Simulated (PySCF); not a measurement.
# Vertical excitation energies

Compound: C6H3F5.
Atom-mapped SMILES: `[F:1]/[CH:2]=[CH:3]\[CH:4]=[C:5](/[F:6])[C:7]([F:8])=[C:9]([F:10])[F:11]` (hydrogens: H12 on C2; H13 on C3; H14 on C4)

Cartesian coordinates in Å at the PBE0-D3(BJ)/def2-SVP level; atoms count from 1:
```xyz
14
C6H3F5 angstrom
F     -3.073   -0.472   -1.700
C     -3.055   -0.027   -0.448
C     -1.913    0.162    0.225
C     -0.606   -0.090   -0.327
C      0.538    0.103    0.356
F      0.521    0.548    1.613
C      1.863   -0.143   -0.176
F      1.900   -0.585   -1.433
C      3.036    0.028    0.457
F      3.166    0.451    1.682
F      4.184   -0.220   -0.112
H     -4.054    0.158   -0.047
H     -1.993    0.529    1.250
H     -0.520   -0.457   -1.350
```

Computed with PySCF, TDDFT B3LYP/def2-SVPD, vertical, gas phase, core orbitals frozen in the response.

```
state  E (eV)  E (kJ/mol)  λ (nm)       f  |μ| (D)  symmetry  main configurations (H = HOMO, L = LUMO)
   S1    4.66         449   266.3   1.020     7.60        A′                                 H→L (98%)
   S2    5.57         538   222.5  0.0028     0.36        A′                  H-1→L (76%), H→L+3 (23%)
   S3    5.71         551   217.1  0.0016     0.28         –                               H→L+1 (96%)
   S4    5.86         565   211.6  0.0002     0.09         –                               H→L+2 (88%)
   S5    6.20         598   199.9  0.0026     0.33        A″                   H→L+4 (87%), H→L+2 (9%)
   S6    6.60         637   187.9  0.0096     0.62        A″                               H→L+5 (95%)
```

The lowest singlet comes at 266 nm (449 kJ/mol) in the ultraviolet; it is strong; its leading configuration is HOMO→LUMO (98%). The lowest level is also the most intense of those listed (f = 1.020). Löwdin shares by element: HOMO carbon 57% or more (atoms not listed hold the other 43%); LUMO carbon 63% or more (atoms not listed hold the other 37%). The oscillator strengths of these states sum to 1.036; summed over the whole spectrum of an exact calculation they would give the number of electrons, 84 (Thomas–Reiche–Kuhn). Weighted by f, the mean energy of these states is 4.68 eV. Of the 6 states listed, 1 reaches f = 0.01 and 1 stays under 0.0005. Symmetry labels in Cs follow from the direction of the transition dipole and are given only for states with f of 0.002 or more. The window holds the lowest 6 singlets.

The run took 47 s wall (grids of density and orbitals included) on Intel Xeon 6975P-C, one thread (shared host), and the process peaked at 1.1 GiB of memory.

One conformer stands for the species.
